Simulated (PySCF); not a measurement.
C4H4O, SMILES c1ccoc1.

Coordinates come from a B3LYP-D3(BJ)/def2-SVP optimisation.

Two levels are set side by side: PBE/def2-TZVP (PySCF) and PBE0/def2-TZVP (PySCF). Same geometry, gas phase. Differences are taken from unrounded values.

| quantity | PBE0 | PBE | PBE minus PBE0 |
|---|---|---|---|
| orbital gap (eV) | 6.86 | 4.87 | -1.99 |
| highest occupied level (eV) | -6.64 | -5.61 | 1.02 |
| lowest empty level (eV) | 0.22 | -0.74 | -0.97 |
| dipole moment (D) | 0.57 | 0.50 | -0.07 |
| mean polarisability (bohr³) | 45.3 | 46.2 | 0.9 |

Without exact exchange PBE keeps part of each electron's self-repulsion, which lifts occupied levels and narrows the gap. Differences between two approximate levels are no errors against the true value.

Rough cost on one machine, each run with all the roots and properties that it gave: PBE0 against PBE within a factor of 2.
